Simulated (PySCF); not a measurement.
C6H7F, SMILES C=C1C=C(F)CC1. Coordinates come from a PBE0-D3(BJ)/def2-SVP optimisation. This is a generated structure with no PubChem entry under its InChIKey; it may be hypothetical. The values are those of a single conformer.

Computed equilibrium geometry at PBE0-D3(BJ)/def2-SVP (PySCF confirms it by a frequency run) as Cartesian coordinates in Å (one conformer of several):
```xyz
14

C      1.8137     1.0602    -1.4399
C      0.8717     0.4148    -0.7378
C      0.0959     0.9470     0.3750
C     -0.7493     0.0039     0.8165
F     -1.6065     0.1372     1.8149
C     -0.6784    -1.2921     0.0826
C      0.4178    -1.0221    -0.9648
H      2.3429     0.5723    -2.2622
H      2.0810     2.0944    -1.2110
H      0.1895     1.9537     0.7818
H     -0.4317    -2.1180     0.7713
H     -1.6565    -1.5420    -0.3626
H      0.0399    -1.1499    -1.9901
H      1.2649    -1.7152    -0.8520
```
